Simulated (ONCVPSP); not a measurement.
**Si: ONCV pseudisation with LDA (Perdew-Wang 92), scalar-relativistic reference atom.**

silicon (Si), optimised norm-conserving Vanderbilt (ONCV), made with ONCVPSP 4.0.1 (LDA (Perdew-Wang 92), scalar-relativistic). Core [He], reference 2s2 2p6 3s2 3p2. Waves: 2s+3s: rc 0.85 bohr, ncon 4, nbas 8, qcut 9.7 1/bohr, 2 projectors; 2p+3p: rc 1.10 bohr, ncon 4, nbas 9, qcut 11.4 1/bohr, 2 projectors; d scattering state at 0.07 Ha: rc 0.90 bohr, ncon 4, nbas 8, qcut 11.6 1/bohr, 2 projectors, debl 3.1 Ha. Local part: polynomial inside 0.70 bohr (lpopt 5, dvloc0 2 Ha). Core correction: Teter function, fcfact 4.75, rcfact 1.65.

- Cutoffs needed: 58 Ha and 113 Ha (the cutoffs (Ha) at which the residual kinetic energy of the hardest occupied pseudo-wave falls to 1 and 0.1 mHa per electron)
- Ghost test: no bound ghost flagged; no localised positive-energy state flagged
- Largest excitation error: +3.1 meV (all-electron minus pseudo) for 2s2 2p6 3s2 3p0, out of 4 test configurations
- rms error of d²Exc/dni dnj: 1.95 mHa without and 1.98 mHa with the model core
